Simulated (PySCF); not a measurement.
## Two-dimensional NMR puzzle

Compound of formula C6H5F5. Correlations simulated from computed shifts and couplings:

HSQC (one-bond C–H):
```csv
δH,δC,"¹J(C,H) (Hz)"
6.42,140.0,164
6.13,134.8,175
6.03,129.6,172
5.87,134.8,171
5.77,129.6,170
```

COSY cross peaks (|J| ≥ 2 Hz):
```csv
δH,δH,abs. J (Hz),bonds
6.42,6.03,19.7,3
6.42,5.77,13.5,3
```

HMBC (two and three bonds, |J| ≥ 2.5 Hz):
```csv
δH,δC [abs. J in Hz]
6.42,"145.0 [5.1], 134.8 [6.2], 117.1 [9.1]"
6.13,"145.0 [2.7], 140.0 [12.6], 117.1 [5.7]"
6.03,"145.0 [7.5], 140.0 [2.5]"
5.87,"140.0 [9.3], 117.1 [10.9]"
5.77,145.0 [13.2]
```

Carbons without hydrogens: δ 145.0, 124.6, 117.1.

[PySCF 2.14: PBE0-D3(BJ)/def2-SVP geometry; J: B3LYP/pcJ-1 (spin–dipole term only in couplings to heteroatoms); PBE0/pcSseg-1 with gauge-including orbitals; one conformer; no relativistic terms; no solvent; one averaged value for each set of equivalent atoms]

Chemical shifts δ = σref − σ; ¹H, ¹³C vs TMS, all at this level.

Exchangeable hydrogens are left out of these lists, and C,H couplings along chains are those of one rotamer, so weak HMBC peaks may be missing or extra.

Question: Work out the connectivity.

Answer: SMILES C=CC(=C)C(F)(F)C(F)(F)F.

Numbering as in the mapped SMILES `[CH2:1]=[CH:2][C:3](=[CH2:4])[C:5]([F:6])([F:7])[C:8]([F:9])([F:10])[F:11]`. Hydrogens are named by the atom that carries them. Ha(C4) is cis to C2; Ha(C1) is cis to C3; Hb(C4) is trans to C2; Hb(C1) is trans to C3.

1. δC 145.0 is C3, a fully substituted alkene carbon.
2. δC 140.0 is C2, an alkene CH (δH 6.42).
3. δC 134.8 is C4, a terminal =CH2 carbon (δH 6.13, 5.87).
4. δC 129.6 is C1, a terminal =CH2 carbon (δH 6.03, 5.77).
5. δC 124.6 is C8, a CF3 carbon.
6. δC 117.1 is C5, an allylic fully substituted sp3 carbon bonded to 2 F.
7. HMBC from δH 6.42 reaches the proton-free carbons C3, C5.
8. HMBC from δH 6.13 reaches the proton-free carbons C3, C5.
9. HMBC from δH 6.03 reaches the proton-free carbon C3.
10. HMBC from δH 5.87 reaches the proton-free carbon C5.
11. COSY links 6.42–6.03, 6.42–5.77.

The data come from this structure; uniqueness wasn't tested.

Common functionals overestimate the size of one-bond C–F couplings by tens of Hz; these are unscaled. Unscaled 3J(H,H) at this level run about 10 % above measured values. Shifts are as computed. Against solution values, carbons near 30 ppm lie about +2 ppm off and those near 130 ppm about +5 ppm (rms about the fit 1.9 ppm; single classes can miss by 10 ppm). Of 1328 compounds with measured shifts, 309 miss one by over three times the rms of a fit or turn the order of signals round; such compounds aren't used in these exercises. Signals without a measured value on file couldn't be tested in this way; 1H shifts scatter by 0.2 ppm about their fit, and single ones miss by 0.5 ppm.
